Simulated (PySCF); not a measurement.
Fractional electron number in Se⁺ (selenium, charge +1)

The 4p alpha orbital of [Ar] 3d10 4s2 4p3 is emptied in steps (occupation f), with all orbitals relaxed, ending at [Ar] 3d10 4s2 4p2. Computed with PySCF 2.14 in jorge-DZP-DKH (8s6p2d1f, 43 functions), with scalar relativity by spin-free X2C-1e. The exact energy is a straight line in f; departures are measured from the line between the end points of the same method.

| f | UHF (eV) | LDA (eV) | PBE (eV) | PBE0 (eV) | r2SCAN (eV) | LC-wPBE (eV) | BHandHLYP (eV) | wB97X (eV) | MN15 (eV) | HSE06 (eV) |
| --- | --- | --- | --- | --- | --- | --- | --- | --- | --- | --- |
| 1 | 0.000 | 0.000 | 0.000 | 0.000 | 0.000 | 0.000 | 0.000 | 0.000 | 0.000 | 0.000 |
| 0.9 | 0.044 | -0.450 | -0.438 | -0.317 | -0.414 | -0.065 | -0.205 | -0.090 | -0.263 | -0.355 |
| 0.7 | 0.102 | -1.051 | -1.023 | -0.739 | -0.959 | -0.150 | -0.477 | -0.210 | -0.610 | -0.827 |
| 0.5 | 0.120 | -1.253 | -1.217 | -0.877 | -1.131 | -0.175 | -0.567 | -0.249 | -0.719 | -0.983 |
| 0.3 | 0.100 | -1.054 | -1.021 | -0.734 | -0.940 | -0.143 | -0.476 | -0.209 | -0.596 | -0.825 |
| 0.1 | 0.043 | -0.452 | -0.436 | -0.313 | -0.399 | -0.060 | -0.204 | -0.090 | -0.250 | -0.353 |
| 0 | 0.000 | 0.000 | 0.000 | 0.000 | 0.000 | 0.000 | 0.000 | 0.000 | 0.000 | 0.000 |

```tsv
method	E(f=0) − E(f=1) (eV)	−ε at f=1 (eV)	−ε at f=0.5 (eV)
UHF	20.921	21.413	20.916
LDA	21.483	16.492	21.475
PBE	21.289	16.421	21.295
PBE0	21.393	17.865	21.408
r2SCAN	21.598	16.987	21.656
LC-wPBE	21.428	20.699	21.446
BHandHLYP	21.237	18.962	21.242
wB97X	21.121	20.115	21.122
MN15	21.429	18.496	21.469
HSE06	21.371	17.430	21.376
```

Orbital energy along the path (eV):

| f | UHF | LDA | PBE | PBE0 | r2SCAN | LC-wPBE | BHandHLYP | wB97X | MN15 | HSE06 |
| --- | --- | --- | --- | --- | --- | --- | --- | --- | --- | --- |
| 1 | -21.413 | -16.492 | -16.421 | -17.865 | -16.987 | -20.699 | -18.962 | -20.115 | -18.496 | -17.430 |
| 0.9 | -21.311 | -17.481 | -17.393 | -18.575 | -17.932 | -20.854 | -19.419 | -20.321 | -19.097 | -18.220 |
| 0.7 | -21.111 | -19.471 | -19.342 | -19.995 | -19.811 | -21.156 | -20.332 | -20.725 | -20.292 | -19.800 |
| 0.5 | -20.916 | -21.475 | -21.295 | -21.408 | -21.656 | -21.446 | -21.242 | -21.122 | -21.469 | -21.376 |
| 0.3 | -20.726 | -23.487 | -23.244 | -22.808 | -23.437 | -21.719 | -22.147 | -21.517 | -22.612 | -22.948 |
| 0.1 | -20.541 | -25.499 | -25.175 | -24.185 | -25.166 | -21.967 | -23.048 | -21.920 | -23.685 | -24.510 |
| 0 | -20.450 | -26.499 | -26.130 | -24.861 | -26.004 | -22.078 | -23.497 | -22.129 | -24.174 | -25.283 |

Reference removal energy between the ground levels: 21.196 ± 0.01 eV (measured; NIST Atomic Spectra Database, ionization energies). The calculation has no spin-orbit coupling. UHF lacks correlation.
